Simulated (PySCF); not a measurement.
# Core-level binding energies of `COCBN(C)C`

C4H12BNO.
Atom-mapped SMILES: `[CH3:1][O:2][CH2:3][BH:4][N:5]([CH3:6])[CH3:7]`

Level of theory: PySCF, delta-SCF UKS SCAN, pcX-2 on the ionised atom, pcseg-1 elsewhere, spin-free X2C. Vertical ΔSCF values, vacuum level as zero.

**Question.** List the computed XPS lines with their assignment.

**Answer.** 
| atom(s) | environment | level | binding energy (eV) | above the level's lowest (eV) | count |
| --- | --- | --- | --- | --- | --- |
| O2 | ether oxygen | O 1s | 538.12 | 0.00 | 1 |
| N5 | boron-bound nitrogen | N 1s | 404.77 | 0.00 | 1 |
| C1 | methoxy carbon | C 1s | 291.98 | +0.81 | 1 |
| C6/C7 | N-methyl carbon | C 1s | 291.43 | +0.26 | 2 |
| C3 | sp3 carbon bound to oxygen | C 1s | 291.17 | 0.00 | 1 |
| B4 | three-coordinate boron | B 1s | 194.70 | 0.00 | 1 |

The listed C 1s values span 0.81 eV, from C3 (bonded to O, 2 H and B) to C1 (bonded to O and 3 H). Summing the Pauling electronegativity differences to the bonded atoms, each weighted by its formal bond order, gives -0.32 for the lowest site and -0.16 for the highest; no listed site has a larger sum than the highest. The smallest sum, -0.56, belongs to C6/C7, 0.26 eV above the lowest.

**Question.** Which photon energy gives electrons from O 1s of O2 (atom 2) a kinetic energy of 50 eV, and what is their de Broglie wavelength?

**Answer.** hν = 538.12 + 50 = 588.12 eV, recoil neglected; λ = 12.264 Å/√(E/eV) = 1.73 Å.

**Question.** Which effective nuclear charge Zeff reproduces each element's mean 1s value in the hydrogen-like formula E = 13.606 eV × Zeff²?

**Answer.** B (Z = 5): mean 194.7 eV, Zeff = 3.78, Z − Zeff = 1.22; C (Z = 6): mean 291.5 eV, Zeff = 4.63, Z − Zeff = 1.37; N (Z = 7): mean 404.8 eV, Zeff = 5.45, Z − Zeff = 1.55; O (Z = 8): mean 538.1 eV, Zeff = 6.29, Z − Zeff = 1.71. Means run over the listed sites, weighted by atom count.

Topologically equivalent atoms share the value of their first member; where this conformer doesn't relate them by symmetry, their own values could differ. Spin contamination (⟨S²⟩ against 0.75 for a pure doublet) is marked for B 1s of B4 (0.89), which makes this value less certain. One conformer (not necessarily the lowest) at the PBE0-D3(BJ)/def2-SVP geometry, without solvent, vibrations or thermal averaging.

Shape of the structure used: `[CH3:1][O:2][CH2:3][BH:4][N:5]([CH3:6])[CH3:7]`: C1–O2–C3–B4 -179°, O2–C3–B4–N5 0°, C3–B4–N5–C6 -179°.
